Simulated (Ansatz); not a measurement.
Calculated with Ansatz (gas phase, PBE0-D4/def2-TZVP geometries, no zero-point term in ΔE). CCSD(T)/CBS adds triple-zeta CCSD(T) − MP2 to the extrapolated MP2 energy (def2 sets, frozen cores). This one scheme is used for every species. Each species was taken in one conformer, which may not be the lowest.

`FBB(F)F` + `O[SiH2]S` → `O[SiH2]SBF` + `FBF`  (cleavage of the B–B bond)

```tsv
level	ΔE (eV)
CCSD(T)/def2-TZVPP	-1.17
MP2/def2-QZVPP	-1.28
```

(1) What does CCSD(T)/CBS give? (Estimate.)

Largest T1 diagnostic among the species: 0.014.

Results:

(1) Ansatz gave: -1.18 eV. The listed levels differ from it by 0.01, -0.10 eV.

In def2-TZVPP, CCSD(T) changes the Hartree–Fock value by −0.07 eV (the triples alone add −0.03 eV) and MP2 by −0.17 eV. The D4 term adds −0.05 eV with B3LYP and −0.03 eV with PBE0; it sums over pairs of atoms, weighted by their polarisabilities, and B3LYP, whose exchange is more repulsive, gets the larger term.

B3LYP here is the variant with VWN-RPA as its local correlation; programs differ in this.
